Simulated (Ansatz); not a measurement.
`[SiH3][Sb]([Cl])[Cl]` + `CCO` → `CC[O][Sb]([SiH3])[Cl]` + HCl at 400 K and 1 bar (ligand exchange at the Sb–Cl bond).

Isolated molecules relaxed with PBE0-D4/def2-TZVP in Ansatz; ΔE leaves out vibrations. CCSD(T)/CBS is the MP2 limit (def2-TZVPP, def2-QZVPP) plus CCSD(T) − MP2 in def2-TZVPP, frozen cores. This one scheme is used for every species. Elements past krypton have def2 core potentials. For Sb outer-core shells are correlated without core-valence functions, which leaves a few kJ/mol of doubt a bond. Each species was taken in one conformer, which may not be the lowest.

```csv
species,CCSD(T)/CBS energy (Eh),H − E (kJ/mol),S (J/(mol·K))
`[SiH3][Sb]([Cl])[Cl]`,-1450.53004,103.8,409.5
`CCO`,-154.88256,231.6,290.7
`CC[O][Sb]([SiH3])[Cl]`,-1145.01224,298.3,492.3
HCl,-460.38127,29.6,195.4
```

H − E and S are ideal-gas, rigid-rotor, harmonic terms from PBE0-D4/def2-TZVP, for one conformer and one mirror image of each species. 1 Eh = 2625.50 kJ/mol, R = 8.31446 J/(mol·K).

Task: By hand: ΔE, ΔH, ΔS and ΔG.

Result: ΔE = (-1145.01224) + (-460.38127) − (-1450.53004) − (-154.88256) = 0.01909 Eh = 50.1 kJ/mol. Δ(H − E) = 298.3 + 29.6 − 103.8 − 231.6 = -7.5, so ΔH = 42.6 kJ/mol. ΔS = 492.3 + 195.4 − 409.5 − 290.7 = -12.5 J/(mol·K). ΔG = 42.6 − 400 × (-12.5)/1000 = 47.6 kJ/mol.

Task: By hand: the equilibrium constant, and the temperature at which ΔG would vanish if ΔH and ΔS stayed fixed.

Result: log₁₀ K = −ΔG/(RT ln 10) = -6.2. ΔH and −TΔS have one sign here, so there is no such temperature.

The number of gas molecules stays the same, so ΔS is small and ΔH decides. A doubt of 5 kJ/mol in ΔE shifts log₁₀ K by 0.7 here. Other conformers and mirror images would add mixing entropy, several J/(mol·K) or more a flexible species. Modes under 60 cm⁻¹, often nearly free rotors, make the harmonic entropy too high. These are equilibria of isolated gas molecules and say nothing of rates. Largest T1 diagnostic: 0.014 (customary marks: 0.02 for closed shells, 0.045 for open ones).

ΔS is within the doubt of such terms, so its sign, and with it that verdict, could turn.
